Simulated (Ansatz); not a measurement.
Relaxation of C2H4AlN (8 atoms, charge 0, multiplicity 1), to a largest force component of 0.02 eV/Å in at most 50 steps.

Method: Ansatz, RKS B3LYP-D4/def2-SVP.

```xyz
8
Properties=species:S:1:pos:R:3:forces:R:3
N 0.082 2.239 0.352 -0.39 0.24 1.45
C 0.029 0.921 0.145 -2.34 1.55 -2.64
C -0.097 -0.275 -0.077 -0.42 -3.66 -0.36
Al -0.234 -2.163 -0.412 0.06 0.55 0.17
H 0.750 2.747 -0.209 0.55 -0.03 -0.56
H 0.885 1.174 0.771 2.54 1.35 1.99
H 0.782 -2.942 -1.292 0.43 0.03 -0.31
H -1.360 -3.060 0.173 -0.43 -0.02 0.28
```

Problem. Where does it end, and by what steps?

Solution. The run converged. After 14 steps the energy has fallen by 3.511 eV; H6 moved furthest, 1.48 Å. Parted: C2–H6. Joined: N1–H6.

| step | energy less start (eV) | largest force component (eV/Å) | accepted |
| --- | --- | --- | --- |
| 0 | 0.0000 | 3.663 | yes |
| 1 | -0.3522 | 2.133 | yes |
| 2 | -0.7314 | 2.863 | yes |
| 3 | -1.5851 | 4.899 | yes |
| 4 | -2.3722 | 4.121 | yes |
| 5 | -2.9415 | 2.615 | yes |
| 6 | -3.2349 | 0.608 | yes |
| 7 | -3.3660 | 0.589 | yes |
| 8 | -3.4218 | 0.275 | yes |
| 9 | -3.4538 | 0.675 | yes |
| 10 | -3.4966 | 0.243 | yes |
| 11 | -3.5094 | 0.141 | yes |
| 12 | -3.5104 | 0.163 | yes |
| 13 | -3.5106 | 0.034 | yes |
| 14 | -3.5107 | 0.017 | yes |

```xyz
8
Properties=species:S:1:pos:R:3
N 0.400 2.003 0.315
C 0.217 0.707 0.082
C 0.020 -0.489 -0.154
Al -0.282 -2.313 -0.514
H 1.140 2.494 -0.176
H 0.151 2.381 1.223
H 0.389 -2.981 -1.785
H -1.199 -3.160 0.462
```

The run took 62 s on 1 thread of Intel(R) Xeon(R) Processor @ 2.70GHz, with other jobs on the host, peak memory 0.16 GiB.
